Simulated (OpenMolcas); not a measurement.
## Pd2+: ligand-field states by method

Pd2+ with 6 ligands (water) in octahedral coordination (Th) at 2.22 Å. Ligand basis ANO-RCC-VDZP.

```
Program             : OpenMolcas 26.06
Basis               : ANO-RCC-VTZP [7s6p4d2f1g]
Scalar Hamiltonian  : DKH2, point nucleus
Active space        : 8 electrons in 5 orbitals (4d)
State averaging     : 2S+1 = 3 even, 10 roots; 2S+1 = 1 even, 15 roots
Spin-orbit coupling : state interaction with AMFI integrals over the reference wave functions
```

I. CASSCF
II. SS-CASPT2, IPEA 0.25 Eh, imaginary shift 0.1 Eh (closed shells correlated: 4s 4p and the ligand valence shells)

Spin-free states (labels of O, taken over from Oh, the nearest higher group) in cm-1, each column counted from its own energy of the first state listed:

```tsv
State	Degeneracy	I	II
3A2	1	0	0
3T2	3	10784	12530
1E	2	13773	9550
3T1	3	17339	18430
1A1	1	23046	17570
1T2	3	24284	21630
3T1	3	28514	27890
1T1	3	28517	25930
1E	2	37389	37440
1T2	3	37729	37540
1A1	1	60884	54470
```

From I to II, I's first state of the same spin (3T2) moves from 10784 to 12530 cm-1, by about +1700 cm-1.

From I to II, I's first state of another spin (1E) moves from 13773 to 9550 cm-1, by about -4200 cm-1.

I: A least-squares ligand-field fit to the states below 45000 cm-1, each weighted by its degeneracy and with a free common offset, gives 10Dq = 10962 cm-1, B = 888 cm-1 and C = 3580 cm-1 (C/B = 4.03), with an rms deviation of 69 cm-1. The same method and metal basis give the free ion B = 953 cm-1 (fit to its terms below 60000 cm-1, rms deviation 8 cm-1), so the nephelauxetic ratio is β = 888 / 953 = 0.93; it hangs on how both fits weigh the states, and computed free-ion B values tend to be too large, so β mixes covalency with correlation.

II: A least-squares ligand-field fit to the states below 45000 cm-1, each weighted by its degeneracy and with a free common offset, gives 10Dq = 13119 cm-1, B = 602 cm-1 and C = 2959 cm-1 (C/B = 4.91), with an rms deviation of 596 cm-1. The same method and metal basis give the free ion B = 774 cm-1 (fit to its terms below 60000 cm-1, rms deviation 405 cm-1), so the nephelauxetic ratio is β = 602 / 774 = 0.78; it hangs on how both fits weigh the states, and computed free-ion B values tend to be too large, so β mixes covalency with correlation.

From I to II, 10Dq changes by +20 %, B by -32 % and C by -17 %.

χT at 300 K: I 1.51, II 1.44 cm3 K/mol.

Roots that are degenerate in the reference are averaged as groups; the widest CASPT2 spread within a group is 460 cm-1 (the 3-fold group of multiplicity 3 near 27900 cm-1 above the lowest state of its run, II). Shifts and gaps below about the spread of the groups concerned are not significant. Over all roots computed the reference weight is 0.68 to 0.69 in II; a low but even weight reflects the number of correlated electrons. Real 4d8 and 5d8 ions are as a rule square planar and diamagnetic. Ligand-to-metal charge-transfer states are missing. With no ligand orbital active B as a rule stays too high, so bands that hang on it stand too high and its fall with covalency is understated. Without dynamic correlation the repulsion within the d shell is too large (B by tens of per cent), so at a given field states of lower spin stand too high (holds for I). With metal d orbitals alone the field can be off either way by tens of per cent (holds for I). With one d shell and no ligand orbital active, 10Dq can be off by a tenth or more (holds for II). Free-ion shares, where given, are those of the reference states; single-state CASPT2 does not remix them (holds for II). No measured value stands beside these numbers; the geometry was imposed, not optimised, and the real ion may take another.
